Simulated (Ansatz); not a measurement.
C₃H₁₁InO, SMILES `C[OH+][InH-]([CH3])[CH3]`. The species carries charge 0 and has multiplicity 1. In: def2 effective core potential.

Cartesian coordinates in Å:
```
C -1.5392 -0.6473 1.4538
O -1.2783 0.6005 0.8224
In 0.4009 0.7677 -0.9313
C 2.0811 1.2711 0.3333
C 0.1697 -1.2704 -1.6454
H -2.2528 -0.5236 2.2719
H -1.9117 -1.3884 0.7419
H -0.5921 -0.9961 1.8624
H -2.0957 0.9682 0.4748
H -0.5426 2.0238 -1.6940
H 2.4223 0.4044 0.9026
H 1.8084 2.0654 1.0306
H 2.9191 1.6278 -0.2703
H 0.7829 -1.4224 -2.5373
H 0.4937 -1.9961 -0.8962
H -0.8657 -1.4846 -1.9192
```

What are the harmonic wavenumbers in cm⁻¹ at PBE0-D4/def2-TZVP (Ansatz, finite differences of forces, unscaled)? (Estimate.)

Computed: 22, 36, 81, 85, 93, 115, 123, 144, 220, 394, 448, 485, 491, 513, 633, 698, 700, 726, 1068, 1084, 1178, 1186, 1189, 1363, 1449, 1451, 1454, 1456, 1477, 1493, 1501, 1732, 3045, 3047, 3050, 3120, 3129, 3135, 3136, 3145, 3160, 3860.

Is this a minimum?

Yes, all 42 modes are real.

Give the ideal-gas thermochemistry at 298.15 K and 1 bar (rigid rotor, harmonic oscillator; point group C1, symmetry number 1).

Zero-point energy 340.4 kJ/mol; H(298) − E = 372.7 kJ/mol; entropy 456.3 J/(mol·K), of which translation 173.5, rotation 117.4, vibration 165.4; G(298) − E = 236.7 kJ/mol. Modes under 100 cm⁻¹ are hindered rotations or soft bends, so the harmonic entropy is rough.
